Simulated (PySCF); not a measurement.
Mo(OH)3 (H3MoO3), SMILES [Mo]([OH])([OH])[OH] (connectivity only; charge and spin as stated), neutral, multiplicity 4.

Coordinates come from a B3LYP-D3(BJ)/def2-SVP optimisation. The spin state was assumed, not searched. The def2 effective core potentials stand for the cores of Mo; spin–orbit coupling is left out. The values are those of a single conformer.

Method: B3LYP/def2-TZVPD (PySCF).

Isolated molecule, no solvent.

Problem. Estimate the frontier levels, dipole moment and polarisability. (Estimate from the structure and the level; the computed values follow.)

Solution. 
```json
{
 "α spin, highest occupied and lowest empty level": "-5.88 and -0.93 eV",
 "β spin, highest occupied and lowest empty level": "-8.76 and -2.50 eV",
 "dipole_moment": "1.10 D",
 "quadrupole, principal values (traceless, Buckingham form, about the centre of nuclear charge)": "-10.45, -1.42, 11.87 D·Å",
 "mean_static_polarisability": "56.7 bohr³ (8.40 Å³)",
 "polarisability_principal_values": "49.7, 60.1, 60.2 bohr³",
 "⟨S²⟩": "3.758 (pure state 3.75)"
}
```
